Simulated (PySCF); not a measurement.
How methods differ on the excitation energy of Zr²⁺

Zr²⁺ [Kr] 4d2 (3F) → Zr²⁺ [Kr] 4d1 5p1 (high-spin determinant), as a difference of total energies. Computed with PySCF 2.14 in def2-QZVPPD with the def2 core potential (28 electrons) (7s5p4d3f2g, 81 functions), with a scalar-relativistic core potential. Correlated levels: valence: 4s2 4p6 frozen. The calculations carry no spin-orbit coupling.

```tsv
method	excitation energy (cm⁻¹)
UHF	55228
MP2 (valence)	55393
SCS-MP2 (valence)	55283
CCSD (valence)	55302
```

With two correlated electrons CCSD is exact in that space.

The determinant of the upper state mixes LS terms, which raises its energy above the lowest term, most at the Hartree-Fock and MP2 levels.
